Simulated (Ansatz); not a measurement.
Consider the ligand exchange at a Zn–C bond: `[F][Zn][CH2]Cl` + `OB(O)O` → `OB(O)[O][Zn][F]` + `CCl`.

Computed with Ansatz on PBE0-D4/def2-TZVP structures; ΔE is electronic, products minus reactants. CCSD(T)/CBS adds triple-zeta CCSD(T) − MP2 to the extrapolated MP2 energy (def2 sets, frozen cores). This one scheme is used for every species. DFT in def2-TZVPP. B3LYP here is the variant with VWN-RPA as its local correlation; programs differ in this. For Zn outer-core shells are correlated without core-valence functions, which leaves a few kJ/mol of doubt a bond. Scalar relativity is left out up to krypton. Each species was taken in one conformer, which may not be the lowest.

`[F][Zn][CH2]Cl`:

```xyz
6

F    -1.701    2.431    0.242
Zn   -0.768    0.957    0.124
C     0.281   -0.652   -0.014
Cl    1.937   -0.219   -0.545
H    -0.122   -1.348   -0.748
H     0.373   -1.170    0.940
```

`OB(O)O`:

```xyz
7

O     0.581   -0.685   -1.029
B     0.000    0.000    0.000
O    -0.499    1.254   -0.210
O    -0.083   -0.569    1.239
H     0.580   -0.182   -1.846
H    -0.880    1.631    0.586
H     0.301   -1.449    1.260
```

`OB(O)[O][Zn][F]`:

Cartesian coordinates in Å:
```
O 0.351 1.898 -0.631
B 0.175 0.590 -0.274
O -0.657 0.172 0.768
O 0.819 -0.389 -0.936
Zn 0.428 -2.005 -0.291
F 0.153 -3.646 0.217
H -0.140 2.538 -0.116
H -1.131 0.841 1.263
```

`CCl`:

Cartesian coordinates in Å:
```
C 0.006 0.052 0.136
Cl -0.068 -0.575 -1.520
H -0.027 -0.787 0.828
H -0.846 0.707 0.299
H 0.935 0.604 0.258
```

| level | ΔE (kcal/mol) |
| --- | --- |
| r2SCAN-D4 | -9.8 |
| ωB97M-V | -9.4 |
| B3LYP | -9.3 |
| HF/def2-TZVPP | -14.8 |
| CCSD/def2-TZVPP | -12.0 |
| HF/def2-QZVPP | -15.7 |
| SCS-MP2/def2-QZVPP | -12.3 |
| HF/CBS(def2) | -15.9 |

Task: What does CCSD(T)/CBS give? (Estimate.)

Result: Ansatz gave: -11.3 kcal/mol. The listed levels differ from it by 1.5, 1.9, 2.0, -3.5, -0.7, -4.4, -1.0, -4.6 kcal/mol.

Largest T1 diagnostic among the species: 0.016.

From PBE to PBE0 (25 % exact exchange), in def2-TZVPP and without D4, ΔE moves by −1.2 kcal/mol. In def2-TZVPP, CCSD(T) changes the Hartree–Fock value by +3.1 kcal/mol (the triples alone add +0.3 kcal/mol) and MP2 by +3.8 kcal/mol.
